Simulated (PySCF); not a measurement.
# Excitation energy of Be by level of theory

Be [He] 2s2 (1S) → Be [He] 2s1 3s1 (3S), as a difference of total energies. Calculation: PySCF 2.14, in aug-cc-pVQZ with one added diffuse shell each of s, p, d, f, g type (7s6p5d4f3g, 105 functions); no relativity, point nucleus. Correlated levels: valence: 1s2 frozen. The calculations carry no spin-orbit coupling.

| method | excitation energy (eV) |
| --- | --- |
| UHF | 5.320 |
| LDA | 6.061 |
| PBE | 6.012 |
| PBE0 | 6.016 |
| r2SCAN | 5.954 |
| M06-2X | 6.109 |
| BLYP | 6.151 |
| LC-wPBE | 6.136 |
| B97-3 | 6.189 |
| MP2 (valence) | 6.071 |
| SCS-MP2 (valence) | 6.267 |

Errors of the correlated levels include the incompleteness of this basis and the frozen core.

Problem. Which method comes closest to the reference value, and which is furthest?

Solution. The reference is 6.457 eV (measured; NIST levels). Closest: SCS-MP2 (valence) (error -0.190 eV); furthest: UHF (error -1.137 eV).
